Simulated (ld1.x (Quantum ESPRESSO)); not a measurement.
# Li (Z = 3), TM: configuration errors across variants

Li (Z = 3), norm-conserving Troullier–Martins (Kleinman–Bylander form), made with ld1.x (Quantum ESPRESSO) 7.5 (PBEsol, scalar-relativistic). Core none, reference 1s2 2s1 2p0. Waves: 1s (bound): rc 0.50 bohr; 3d channel at 0.45 Ry: rc 4.00 bohr; 2p (bound, empty): rc 4.20 bohr. Local part: the p channel. Core correction: none.

Occupied shells without a wave of their own: 2s. They enter only through the test configuration that unscreens the potential.

All-electron excitation energies from the reference (eV): (1) 1s2 2s0 2p0 5.187; (2) 1s2 2s0.5 2p0 2.013; (3) 1s2 2s0 2p1 1.761; (4) 1s1 2s1 2p0 67.777.

For the base: The 2s level has no wave, so the channel is fitted at the deeper level alone: the likely source of the large errors.

A true bound ghost makes a file unfit for plane-wave use even where its test errors are small: the radial tests pick states by their node count and pass the ghost by.

Errors AE − PS in meV (a dash: test not solved or not reliable):

```tsv
change	(1)	(2)	(3)	(4)	bound ghosts
base	-296	-126	-211	-405	none
all radii scaled by about 0.77 (s 0.38, p 3.26, d 3.10 bohr)	-240	-96	-160	-145	d
all radii scaled by about 0.83 (s 0.42, p 3.48, d 3.30 bohr)	-264	-107	-179	-217	none
all radii scaled by about 0.90 (s 0.46, p 3.78, d 3.60 bohr)	-283	-117	-196	-293	none
all radii scaled by about 0.97 (s 0.48, p 4.06, d 3.86 bohr)	-294	-124	-208	-378	none
all radii scaled by about 1.05 (s 0.52, p 4.42, d 4.20 bohr)	-297	-128	-216	-457	none
all radii scaled by about 1.10 (s 0.54, p 4.62, d 4.40 bohr)	-293	-129	-218	-513	none
all radii scaled by about 1.24 (s 0.62, p 5.22, d 4.98 bohr)	-264	-123	-211	-609	none
all radii scaled by about 1.31 (s 0.66, p 5.50, d 5.24 bohr)	-243	-118	-203	-640	none
all radii scaled by about 1.40 (s 0.70, p 5.86, d 5.58 bohr)	-201	-105	-185	-669	none
```

Task: Give the same row for: all radii scaled by about 1.17 (s 0.58, p 4.90, d 4.66 bohr).

Result: -279, -127, -216, -582; bound ghosts: none.
